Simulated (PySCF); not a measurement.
PySCF job for B(Cl)(OH)(OMe) (CH4BClO2), SMILES COB(O)Cl, PBE/pcSseg-1. Geometry: PBE0-D3(BJ)/def2-SVP. Other conformers were not sampled.

```python
import numpy as np
from pyscf import gto, scf, dft
from pyscf.prop.nmr import rks as nmr

mol = gto.M(
    atom='''
    B     0.07649655    0.18693841    0.06299426
    Cl   -0.20365503   -0.34308010    1.73842443
    O     0.59888030    1.41156998   -0.18819041
    H     0.77757177    1.91094819    0.61392789
    O    -0.24850686   -0.66610851   -0.91869032
    C    -0.06980962   -0.35377779   -2.27989742
    H     0.64819878   -1.06074684   -2.72315145
    H    -1.03184908   -0.46544365   -2.80239294
    H     0.30160140    0.67188707   -2.42213990
    ''',
    basis='pcSseg-1',
    charge=0,
    spin=0,
    max_memory=1600,
    verbose=3,
)
mf = dft.RKS(mol, xc='pbe')
mf.grids.level = 3
mf.conv_tol = 1e-10
mf.max_cycle = 100
mf.kernel()
n = nmr.NMR(mf)
n.verbose = 2
n.max_cycle_cphf = 60
sigma = n.kernel()
print('atom   isotropic/ppm   span/ppm')
for i, s in enumerate(sigma):
    w = np.linalg.eigvalsh((s + s.T) / 2)
    print(f'{mol.atom_symbol(i):2s}{i + 1:3d} {w.mean():14.3f} {w[2] - w[0]:11.3f}')
```

Program output:

```
converged SCF energy = -675.676127483974
atom   isotropic/ppm   span/ppm
B   1         72.806      22.740
Cl  2        859.363     310.258
O   3        195.879     160.040
H   4         27.424      13.324
O   5        223.723     225.090
C   6        125.375      85.997
H   7         27.505      10.244
H   8         27.511      10.218
H   9         26.828       9.370
```

Self-consistency was reached.

Cost: very roughly 12 core-seconds.
